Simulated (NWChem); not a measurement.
Molecule: CH3BeBrS; SMILES [Be]([S]C)[Br]

```xyz
7

Be     0.3016     0.2246     0.0000
Br    -0.0256    -1.7147     0.0000
S      0.6449     2.0881     0.0000
C     -1.0720     2.8010     0.0000
H     -1.6234     2.5070    -0.8947
H     -0.9514     3.8860     0.0000
H     -1.6234     2.5070     0.8947
```
Atoms are numbered in this order, from 1.

Program: NWChem. Structure relaxed at the B3LYP/6-31G* (spherical d) level.

Problem. Taking PBE/pcseg-2 as the yardstick, which of these has the fewest basis functions while keeping “dipole (D)” within 0.1 D of it: PBE/pcseg-1; PBE/STO-3G; PBE/aug-pcseg-1; PBE/def2-SVP?

Solution. PBE/pcseg-1.
```csv
level,basis functions,dipole (D)
PBE/STO-3G,40,1.47
PBE/pcseg-1,83,1.75
PBE/def2-SVP,88,1.76
PBE/aug-pcseg-1,126,1.75
PBE/pcseg-2,164,1.77
```

The yardstick is one finite set, not the basis-set limit.
